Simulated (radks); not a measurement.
The numbers below are computed, except where a source is named.
Ionisation of the aluminium ion Al2+, [Ne] 3s1, to Al3+, [Ne], under several functionals. Scalar-relativistic Kohn-Sham, spin-polarised, spherical densities, point nucleus; open shells are filled with parallel spins first; a radial shooting solver on a logarithmic mesh with Libxc functionals.

| functional | E(Al2+) (hartree) | Exc (hartree) | IE (eV) | -e(HOMO) (eV) | <r> HOMO (bohr) | IE error (eV) |
|---|---|---|---|---|---|---|
| AM05 | -240.97950 | -17.16355 | 28.608 | 24.435 | 2.191 | +0.160 |
| XLYP | -242.03038 | -18.25063 | 29.149 | 24.490 | 2.180 | +0.701 |
| PW91 | -241.89712 | -18.11539 | 28.929 | 24.561 | 2.189 | +0.482 |
| HCTH/407 | -241.90909 | -18.15092 | 28.453 | 24.449 | 2.200 | +0.005 |
| OLYP | -241.92994 | -18.16497 | 28.791 | 24.299 | 2.199 | +0.343 |

NIST Atomic Spectra Database: 28.448 eV (measured). Closest: HCTH/407. The Delta-SCF values span 0.70 eV, the total energies 1.05 hartree. The highest occupied level is 3s.
